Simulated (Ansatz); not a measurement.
Start from `N=C[CH2][GeH3]` and change one atom or group to get `N=CC[TeH]`.

Ansatz, PBE0-D4/def2-TZVP geometries, multiplicity 1. Each molecule was computed in one conformer, which needn't be the lowest.

Elements past krypton have def2 core potentials. Scalar relativity is left out up to krypton. Spin–orbit coupling is left out; it splits and shifts lone-pair levels of the heavy atoms by tenths of an eV.

```json
{"property": "HOMO energy (ωB97M-V/def2-TZVPP) / eV", "`N=C[CH2][GeH3]`": "-9.92"}
{"property": "HOMO energy (PBE0/def2-TZVPP) / eV", "`N=C[CH2][GeH3]`": "-7.54"}
{"property": "LUMO energy (PBE0/def2-TZVPP) / eV", "`N=C[CH2][GeH3]`": "-0.28"}
{"property": "HOMO–LUMO gap (PBE/def2-TZVPP) / eV", "`N=C[CH2][GeH3]`": "4.67"}
{"property": "size of the dipole moment (PBE/def2-TZVPP) / D", "`N=C[CH2][GeH3]`": "2.45"}
{"property": "size of the dipole moment (ωB97M-V/def2-TZVPP) / D", "`N=C[CH2][GeH3]`": "2.55"}
```

Question: What does the change do to each property? (An estimate is asked.)

Answer: Computed: 
| property | `N=CC[TeH]` | shift |
| --- | --- | --- |
| HOMO energy (ωB97M-V/def2-TZVPP) / eV | -8.48 | 1.44 |
| HOMO energy (PBE0/def2-TZVPP) / eV | -6.37 | 1.17 |
| LUMO energy (PBE0/def2-TZVPP) / eV | -1.15 | -0.87 |
| HOMO–LUMO gap (PBE/def2-TZVPP) / eV | 3.28 | -1.39 |
| size of the dipole moment (PBE/def2-TZVPP) / D | 1.80 | -0.65 |
| size of the dipole moment (ωB97M-V/def2-TZVPP) / D | 1.93 | -0.62 |

With PBE0 the HOMO rises by 1.17 eV and the LUMO falls by 0.87 eV, so the gap narrows by about 2.04 eV. PBE moves the HOMO by 0.70 eV and ωB97M-V by 1.44 eV. The zero-point energy changes by -43.9 kJ/mol with -6 modes. Dipoles are sizes alone; their direction can turn.

Positive LUMOs are unbound, so they and the gaps depend on the basis.
